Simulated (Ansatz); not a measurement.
One change: `[I][GeH2][I]` becomes `[Cl][GeH2][I]`.

Ansatz, PBE0-D4/def2-TZVP geometries, multiplicity 1. 

Elements past krypton have def2 core potentials. Scalar relativity is left out up to krypton. Spin–orbit coupling is left out; it splits and shifts lone-pair levels of the heavy atoms by tenths of an eV.

```tsv
property	`[I][GeH2][I]`
LUMO energy (PBE/def2-TZVPP) / eV	-2.70
size of the dipole moment (B3LYP/def2-TZVPP) / D	1.18
zero-point energy (PBE0-D4/def2-TZVP) / kJ/mol	45.2
HOMO–LUMO gap (B3LYP/def2-TZVPP) / eV	5.26
HOMO energy (PBE0/def2-TZVPP) / eV	-7.67
size of the dipole moment (ωB97M-V/def2-TZVPP) / D	1.27
```

Task: Give the same properties after the change, and the shifts. (Best estimate.)

Result: Ansatz gave: 
```json
{"property": "LUMO energy (PBE/def2-TZVPP) / eV", "`[Cl][GeH2][I]`": "-2.33", "shift": "0.37"}
{"property": "size of the dipole moment (B3LYP/def2-TZVPP) / D", "`[Cl][GeH2][I]`": "1.60", "shift": "0.42"}
{"property": "zero-point energy (PBE0-D4/def2-TZVP) / kJ/mol", "`[Cl][GeH2][I]`": "47.2", "shift": "2.0"}
{"property": "HOMO–LUMO gap (B3LYP/def2-TZVPP) / eV", "`[Cl][GeH2][I]`": "5.90", "shift": "0.64"}
{"property": "HOMO energy (PBE0/def2-TZVPP) / eV", "`[Cl][GeH2][I]`": "-7.90", "shift": "-0.23"}
{"property": "size of the dipole moment (ωB97M-V/def2-TZVPP) / D", "`[Cl][GeH2][I]`": "1.65", "shift": "0.38"}
```

With PBE0 the HOMO falls by 0.23 eV and the LUMO rises by 0.43 eV, so the gap widens by about 0.66 eV. PBE moves the HOMO by -0.18 eV and ωB97M-V by -0.29 eV. Dipoles are sizes alone; their direction can turn.

B3LYP here is the variant with VWN-RPA as its local correlation; programs differ in this.
